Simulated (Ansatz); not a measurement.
The same ligand exchange along the group B, Al, In.

Calculated with Ansatz (gas phase, PBE0-D4/def2-TZVP geometries, no zero-point term in ΔE). CCSD(T)/CBS is the MP2 limit (def2-TZVPP, def2-QZVPP) plus CCSD(T) − MP2 in def2-TZVPP, frozen cores. This one scheme is used for every species. DFT in def2-TZVPP. B3LYP here is the variant with VWN-RPA as its local correlation; programs differ in this. def2 core potentials past Kr. For In outer-core shells are correlated without core-valence functions, which leaves a few kJ/mol of doubt a bond. One conformer a species, not always the lowest.

```csv
reaction,CCSD(T)/CBS(def2) (kJ/mol)
`OBS` + `N[SiH3]` → `OBN[SiH3]` + H₂S,-48
`[OH][AlH][SH]` + `N[SiH3]` → `[OH][AlH][NH][SiH3]` + H₂S,?
`[OH][InH][SH]` + `N[SiH3]` → `[OH][InH][NH][SiH3]` + H₂S,61
```

Problem. Fill in the missing values. (An estimate is asked.)

Solution. Ansatz gave: `[OH][AlH][SH]` + `N[SiH3]` → `[OH][AlH][NH][SiH3]` + H₂S: +10.9 kJ/mol.

Largest T1 diagnostic: 0.016, for `[OH][InH][SH]`.
